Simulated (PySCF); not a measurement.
## Al²⁺: excitation energy

Al²⁺ [Ne] 3s1 (2S) → Al²⁺ [Ne] 3d1 (2D), as a difference of total energies. Calculation: PySCF 2.14, in dyall-av2z (13s9p2d, 50 functions); no relativity, point nucleus. The calculations carry no spin-orbit coupling.

```csv
method,excitation energy (cm⁻¹)
UHF,118510
LDA,118980
PBE,115720
PBE0,116650
r2SCAN,115640
M06,111440
B3LYP,117510
M06-2X,117760
```

The promoted electron is Rydberg-like, and one or two diffuse shells describe it only roughly, which tends to raise the upper state.
